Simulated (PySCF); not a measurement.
singlet silylene (H2Si), singlet, at a GFN2-xTB geometry; MP2/def2-TZVP (PySCF).

PySCF was given this input:
```python
from pyscf import gto, scf, mp

mol = gto.Mole()
mol.atom = '''
    Si   -0.006668   -0.002780    0.122759
    H     0.047787    1.131724   -0.834069
    H     0.045568   -1.092808   -0.884561
'''
mol.basis = 'def2-tzvp'
mol.charge = 0
mol.spin = 0
mol.verbose = 4
mol.build()

mf = scf.RHF(mol)
mf.kernel()

pt = mp.MP2(mf, frozen=5)
pt.kernel()
print('E(MP2) = %.10f' % pt.e_tot)
```

What the program printed (banner, timings and long lists left out):

```
PySCF version 2.14.0

[INPUT] verbose = 4
[INPUT] num. atoms = 3
[INPUT] num. electrons = 16
[INPUT] charge = 0
[INPUT] spin (= nelec alpha-beta = 2S) = 0
[INPUT] symmetry False subgroup None
[INPUT] Mole.unit = angstrom
[INPUT] Symbol           X                Y                Z      unit          X                Y                Z       unit  Magmom
[INPUT]  1 Si    -0.006668000000  -0.002780000000   0.122759000000 AA   -0.012600693799  -0.005253438626   0.231980889325 Bohr   0.0
[INPUT]  2 H      0.047787000000   1.131724000000  -0.834069000000 AA    0.090304342315   2.138648408597  -1.576161978990 Bohr   0.0
[INPUT]  3 H      0.045568000000  -1.092808000000  -0.884561000000 AA    0.086111040044  -2.065107826734  -1.671578030471 Bohr   0.0

nuclear repulsion = 10.214761496596
number of shells = 21
number of NR pGTOs = 79
number of NR cGTOs = 49
basis = def2-tzvp
ecp = {}

******** <class 'pyscf.scf.hf.RHF'> ********
method = RHF
initial guess = minao
damping factor = 0
level_shift factor = 0
DIIS = <class 'pyscf.scf.diis.CDIIS'>
diis_start_cycle = 1
diis_space = 8
diis_damp = 0
SCF conv_tol = 1e-09
SCF conv_tol_grad = None
SCF max_cycles = 50
direct_scf = True
direct_scf_tol = 1e-13
Set gradient conv threshold to 3.16228e-05
Initial guess from minao.
init E= -289.712537707972
  HOMO = -0.201515091501106  LUMO = -0.0739882278984396  gap/eV = 3.47018
cycle= 1 E= -290.013081227711  delta_E= -0.301  |g|= 0.159  |ddm|= 1.17
  HOMO = -0.34455150714343  LUMO = -0.0106172822668729  gap/eV = 9.08681
cycle= 2 E= -290.024501285946  delta_E= -0.0114  |g|= 0.0435  |ddm|= 0.285
  HOMO = -0.329811060829094  LUMO = 0.00648942225797988  gap/eV = 9.15120
cycle= 3 E= -290.02530710935  delta_E= -0.000806  |g|= 0.0134  |ddm|= 0.0768
  HOMO = -0.329919779527737  LUMO = 0.00715533810932989  gap/eV = 9.17228
cycle= 4 E= -290.025408291175  delta_E= -0.000101  |g|= 0.00246  |ddm|= 0.0315
  HOMO = -0.330677094009364  LUMO = 0.00639380839392167  gap/eV = 9.17217
cycle= 5 E= -290.025414394022  delta_E= -6.1e-06  |g|= 0.000545  |ddm|= 0.0092
  HOMO = -0.330662771174607  LUMO = 0.00637921699515687  gap/eV = 9.17138
cycle= 6 E= -290.025414719673  delta_E= -3.26e-07  |g|= 7.71e-05  |ddm|= 0.00243
  HOMO = -0.330659581395055  LUMO = 0.00638374383844997  gap/eV = 9.17142
cycle= 7 E= -290.02541472446  delta_E= -4.79e-09  |g|= 6.28e-06  |ddm|= 0.000237
  HOMO = -0.330659092195956  LUMO = 0.00638373701099582  gap/eV = 9.17140
cycle= 8 E= -290.025414724487  delta_E= -2.65e-11  |g|= 1.15e-06  |ddm|= 1.25e-05
  HOMO = -0.330659130263648  LUMO = 0.00638370397625998  gap/eV = 9.17140
Extra cycle  E= -290.02541472449  delta_E= -3.58e-12  |g|= 4.58e-07  |ddm|= 2.43e-06
converged SCF energy = -290.02541472449

******** <class 'pyscf.mp.mp2.RMP2'> ********
nocc = 3, nmo = 44
frozen orbitals 5
E(RMP2) = -290.127232104923  E_corr = -0.101817380432499
E(SCS-RMP2) = -290.13826444959  E_corr = -0.112849725099948
E_corr(same-spin) = -0.0107666900989043
E_corr(oppo-spin) = -0.0910506903335943
E(MP2) = -290.1272321049
```
